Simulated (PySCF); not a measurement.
Computed shifts of a molecule C2H5FN2Si, PBE/pcSseg-1 (PySCF), GIAO, gas phase, equivalent atoms averaged, in ppm (number of nuclei): ¹⁵N: 532.8 (1), 34.2 (1). ²⁹Si: -1.7 (1). ¹³C: 208.9 (1), 128.5 (1). ¹⁹F: -204.5 (1). ¹H: 9.42 (1), 6.99 (1), 6.53 (1), 1.80 (2). References: ¹⁵N against NH3 (σ = 267.0 ppm); ²⁹Si against TMS (σ = 335.4 ppm); ¹³C against TMS (σ = 182.0 ppm); ¹⁹F against CFCl3 (σ = 133.6 ppm); ¹H against TMS (σ = 31.49 ppm), references at their B3LYP-D3(BJ)/def2-TZVP geometries, non-relativistic. The structure is a stationary point at PBE-D3(BJ)/def2-SVP. The values are those of a single conformer.

**Question.** Identify the compound among the candidates.
A. C#C[Si](N)(N)F
B. N#CC[Si@@H](N)F
C. N[Si@@H]1C=N[C@@H]1F
D. N#C[C@H](F)[SiH2]N

**Answer.** C, N[Si@@H]1C=N[C@@H]1F
